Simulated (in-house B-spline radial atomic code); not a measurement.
**Response and correlation of Rh XXVIII (Rh27+)**

Closed shell [Ne] 3s2 3p6. Computed with an all-electron radial atomic-structure program (B-spline basis): Dirac-Hartree-Fock, relativistic RPA (time-dependent Dirac-Hartree-Fock) for the response and second-order many-body perturbation theory for correlation, no-pair Dirac-Coulomb Hamiltonian, finite nucleus.

Command:
```bash
python run_mb.py task.json out
```
Settings (nuclear radius in fm, box in bohr, cutoff in hartree):
```
basis_form          2
Z                   45
core_configuration  [Ne] 3s2 3p6
rms_radius          4.4945
mass_number         103
speed_of_light      137.036
box_radius          3.13
lmax                7
intervals           58
virtual_cutoff      50625.0
```

Run time, properties included: 2.8 s on 1 thread of Intel(R) Xeon(R) Platinum 8488C (shared host).

```csv
"multipole (bohr³, bohr⁵, bohr⁷)",uncoupled,coupled RPA
dipole,0.036125,0.033461
quadrupole,0.0027438,0.0029424
octupole,0.00067646,?
```

(1) What is the coupled octupole polarisability?

(2) Which subshells carry the dipole polarisability?

(3) What does the dipole shielding factor come to?

Dipole polarisability at imaginary frequency:

| u (Eh) | α(iu) (bohr³) |
| --- | --- |
| 0 | 0.03346 |
| 7.41 | 0.01744 |
| 22.2 | 0.005865 |
| 44.4 | 0.002687 |
| 74.1 | 0.001387 |
| 148 | 0.0005058 |
| 296 | 0.0001593 |
| 741 | 2.926e-05 |

(4) What dispersion coefficients follow for two such ions (the dispersion part alone)?

Lowest J = 1 odd-parity excitations:

```
energy (eV)  oscillator strength  leading channel  weight
     125.35             4.21e-05     3p3/2 → d3/2   0.829
     151.97                0.156     3p3/2 → d5/2   0.513
     188.14                 1.13     3p1/2 → d3/2   0.748
     703.69                0.248     3p3/2 → s1/2   0.996
     735.67                0.133     3p1/2 → s1/2   0.993
     803.22               0.0136     3p3/2 → d3/2    0.77
     809.25                 1.46     3p3/2 → d5/2    0.78
     839.55                0.697     3p1/2 → d3/2   0.975
```

Second-order correlation energy by the highest angular momentum of the excited pair (hartree): s -0.02125, p -0.1681, d -0.5891, f -0.1325, g -0.05155, h -0.01898, i -0.008609, k -0.004448.

(5) What is the second-order correlation energy at the partial-wave limit?

Results:

(1) 0.00081575 atomic units, +21 % against the uncoupled value.

(2) 3p3/2 69.2 %, 3p1/2 28.4 %, 3s1/2 2.0 %.

(3) The dipole shielding factor is 0.400, against the exact N/Z = 18/45 = 0.400 of the non-relativistic theorem.

(4) C6 = (3/π)∫α(iu)²du = 0.007115 hartree·bohr⁶ and C8 = 0.004679 hartree·bohr⁸.

(5) The listed waves sum to -0.99458 hartree; extrapolating the increments as (l + 1/2)⁻⁴ gives -1.0037 hartree, -1.52 eV per electron.
